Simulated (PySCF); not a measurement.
Computed IR spectrum (relative IR intensity) of a molecule C4H4OSe. Coordinates come from a ωB97X-D3(BJ)/def2-SVP optimisation. The values are those of a single conformer. All values below come from ωB97X-D3(BJ)/def2-SVP (PySCF). Frequencies are harmonic and unscaled.

ν (cm⁻¹): 174 (vw), 232 (vw), 617 (vw), 677 (w), 776 (w), 802 (m), 913 (vw), 1033 (w), 1083 (w), 1121 (w), 1256 (m), 1359 (w), 1417 (w), 1680 (vw), 1885 (vs), 2953 (s) (against the strongest line: vs over 80 %, s over 45 %, m over 15 %, w over 4 %, vw less)

Q: Pick the molecule that these values belong to.
(A) Oc1cc[se]c1
(B) O=C[C@@H]1C=C[Se]1
(C) C=C1C[Se]C1=O
(D) [SeH]c1ccco1

A: B, O=C[C@@H]1C=C[Se]1
